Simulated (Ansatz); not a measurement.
**SiSe (SMILES [Si][Se]): the vertical electron affinity, rung by rung**

SiSe: 2 atoms, total charge 0, spin state singlet. SMILES: `[Si][Se]`. The shape is that of a PBE0-D4/def2-TZVP optimisation.

```xyz
2

Si    0.0000    0.0000    0.0314
Se    0.0000    0.0000    2.0931
```

Each level gives the vertical electron affinity (to the doublet anion) (eV). The values are calculated.

The electron affinity is E(neutral) − E(anion): positive where the electron is bound.

```json
{"level": "SVWN5/STO-3G", "kind": "LDA", "program": "Ansatz", "value (eV)": "-5.10", "less FCI/STO-3G": "+1.07", "CPU time (all runs)": "2.1 s"}
{"level": "BLYP/STO-3G", "kind": "GGA", "program": "Ansatz", "value (eV)": "-5.30", "less FCI/STO-3G": "+0.87", "CPU time (all runs)": "3.3 s"}
{"level": "PBE/STO-3G", "kind": "GGA", "program": "Ansatz", "value (eV)": "-5.08", "less FCI/STO-3G": "+1.09", "CPU time (all runs)": "3.5 s"}
{"level": "revPBE/STO-3G", "kind": "GGA", "program": "Ansatz", "value (eV)": "-5.10", "less FCI/STO-3G": "+1.07", "CPU time (all runs)": "4.6 s"}
{"level": "B3LYP/STO-3G", "kind": "global hybrid", "program": "Ansatz", "value (eV)": "-4.89", "less FCI/STO-3G": "+1.28", "CPU time (all runs)": "3.9 s"}
{"level": "wB97M-V/STO-3G", "kind": "range-separated hybrid", "program": "Ansatz", "value (eV)": "-4.98", "less FCI/STO-3G": "+1.19", "CPU time (all runs)": "33 s"}
{"level": "BCCD(T)/STO-3G", "kind": "coupled cluster or CI", "program": "Ansatz", "value (eV)": "-6.17", "less FCI/STO-3G": "0.00", "CPU time (all runs)": "1.1 s"}
{"level": "CCSDT(Q)/STO-3G", "kind": "coupled cluster or CI", "program": "Ansatz", "value (eV)": "-6.17", "less FCI/STO-3G": "0.00", "CPU time (all runs)": "5.2 s"}
{"level": "FCI/STO-3G", "kind": "exact in the basis", "program": "Ansatz", "value (eV)": "-6.17", "less FCI/STO-3G": "0.00", "CPU time (all runs)": "1.5 s"}
```

FCI/STO-3G is exact within its basis and frozen core, so for wave-function methods in that basis the difference is their error; functionals converge differently with the basis, so for them it is only a difference. All-electron rows without a relativistic Hamiltonian named are non-relativistic. The values span -6.17 to -4.89 eV. All rows use very small basis sets, so none should be taken for the real molecule's value. In the correlated wave-function rows the outer d shell of Se is correlated, in sets not made for it. Negative values mean that the anion is unbound at that level; they are set by how diffuse the basis is and aren't properties of the molecule, whose anion may well be bound. In so small a basis fixed costs decide the times, and correlated methods can beat functionals. Times are those of the runs behind each value, whatever else they computed, on shared processors of several kinds: orders of magnitude only.
